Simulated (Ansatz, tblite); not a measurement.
Cost and result up the ladder for [NbO2F2]- (NbO₂F₂⁻) (5 atoms). Total charge -1; singlet. Geometry: PBE-D4/def2-SVPD.

```xyz
5

Nb   -0.0342    0.0096   -0.0183
O    -0.8494    1.5728    0.0596
O    -0.9910   -1.0536   -1.0520
F     0.1104   -0.7595    1.7807
F     1.7643    0.2307   -0.7700
```

Ansatz on 4 threads of Arm Neoverse V1 on a shared host; xTB runs through tblite on one thread. Times are rough, summed over both states, and most runs start from the orbitals of an earlier one. PBE0-D4/def2-TZVPD serves as the yardstick here, not as an exact answer. The other state is a doublet.

In the def2 sets Nb takes a core potential; there is no spin–orbit coupling. The xTB rows come from tblite.

Raw xTB energies of ions are shifted by several eV.

```json
{"level": "GFN2-xTB", "functions": "25", "wall time": "0.007 s", "vertical IE (eV)": "11.05", "difference from PBE0-D4/def2-TZVPD (eV)": "6.00"}
{"level": "GFN1-xTB", "functions": "25", "wall time": "0.008 s", "vertical IE (eV)": "10.29", "difference from PBE0-D4/def2-TZVPD (eV)": "5.25"}
{"level": "PBE-D4/def2-TZVPD", "functions": "200", "wall time": "5.3 s", "vertical IE (eV)": "4.89", "difference from PBE0-D4/def2-TZVPD (eV)": "-0.16"}
{"level": "PBE0-D4/def2-TZVPD (with forces)", "functions": "200", "wall time": "8.9 s", "vertical IE (eV)": "5.04", "difference from PBE0-D4/def2-TZVPD (eV)": "0.00"}
{"level": "r2SCAN-D4/def2-TZVPD", "functions": "200", "wall time": "11 s", "vertical IE (eV)": "4.90", "difference from PBE0-D4/def2-TZVPD (eV)": "-0.14"}
```
